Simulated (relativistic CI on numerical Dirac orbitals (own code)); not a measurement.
Computed by Dirac-Coulomb-Breit CI, orbitals from a KLI potential per configuration, model QED, unscaled Slater integrals (own radial code, finite nucleus).

The strongest absorption lines from the ground level of an ion, among the configurations computed and to levels below about 3650 eV (vacuum wavelength in Å, gf): 3.4086 (0.25), 4.4077 (0.46), 4.4164 (0.28), 4.4327 (0.2), 4.4688 (0.11), 4.5028 (1.4), 52.338 (0.13), 53.871 (0.15).

Question: Which ion is it?
A. Zr35+
B. Rb32+
C. Zr37+
D. Pd41+

Answer: A. Zr35+ has 5 electrons and the ground level 2s²2p ²P°1/2; the strongest line goes to 2s²3d ²D3/2. The pattern of lines fixes the number of electrons, and along that sequence the line energies rise steadily with the charge (about as its square where n changes within one kind of shell, about linearly where n is kept but much faster in heavy ions where fine structure, which grows about as Z⁴, sets the gap, and irregularly where shells cross), which fixes Z. Configurations outside the model, such as inner-shell arrays, can give stronger lines. At this charge energies of transitions that change n are usually good to better than 1 %, and those within a shell (Δn = 0) to a few per cent.

LS names give the leading component of a level, which can be under half, so a name can repeat, a term be missing and a line seem to break the LS rules.
